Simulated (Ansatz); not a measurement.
Program: Ansatz. Geometries: PBE0-D4/def2-TZVP. ΔE: electronic, gas phase. CCSD(T)/CBS adds triple-zeta CCSD(T) − MP2 to the extrapolated MP2 energy (def2 sets, frozen cores). This one scheme is used for every species. DFT in def2-TZVPP. Each species was taken in one conformer, which may not be the lowest.

`O[SiH]([SiH3])P` → `O[SiH]` + `[SiH3]P`  (silylene formation by 1,1-elimination)

`O[SiH]([SiH3])P`:

Cartesian coordinates in Å:
```
O 1.646 1.333 -0.035
Si 0.557 0.230 0.543
Si 0.059 -1.207 -1.229
P -1.259 1.288 1.375
H 1.931 2.026 0.563
H 1.113 -0.528 1.704
H 1.268 -1.893 -1.760
H -0.589 -0.442 -2.328
H -0.899 -2.236 -0.738
H -1.954 1.359 0.139
H -1.873 0.068 1.768
```

`O[SiH]`:

Cartesian coordinates in Å:
```
O -0.329 -0.703 0.038
Si 0.570 0.678 0.218
H -0.093 -1.408 0.647
H -0.148 1.434 -0.903
```

`[SiH3]P`:

```xyz
7

Si   -0.335   -0.488   -0.565
P     0.350    1.364    0.523
H     0.306   -0.497   -1.906
H    -1.809   -0.402   -0.737
H    -0.005   -1.756    0.136
H     1.651    0.850    0.772
H    -0.157    0.929    1.777
```

CCSD(T)/CBS gives +1.92 eV.

Task: Another level gave +1.84 eV. Which?
A. HF/def2-TZVPP
B. PBE0/def2-TZVPP
C. ωB97M-V/def2-TZVPP
D. SCS-MP2/def2-TZVPP

Result: D. SCS-MP2/def2-TZVPP 1.84, ωB97M-V 1.80, HF/def2-TZVPP 1.72, PBE0 2.00 eV.

Largest T1 diagnostic among the species: 0.016.

In def2-TZVPP, CCSD(T) changes the Hartree–Fock value by +0.12 eV (the triples alone add +0.03 eV) and MP2 by +0.24 eV. The D4 term adds +0.18 eV with B3LYP and +0.10 eV with PBE0; it sums over pairs of atoms, weighted by their polarisabilities, and B3LYP, whose exchange is more repulsive, gets the larger term.

B3LYP here is the variant with VWN-RPA as its local correlation; programs differ in this.
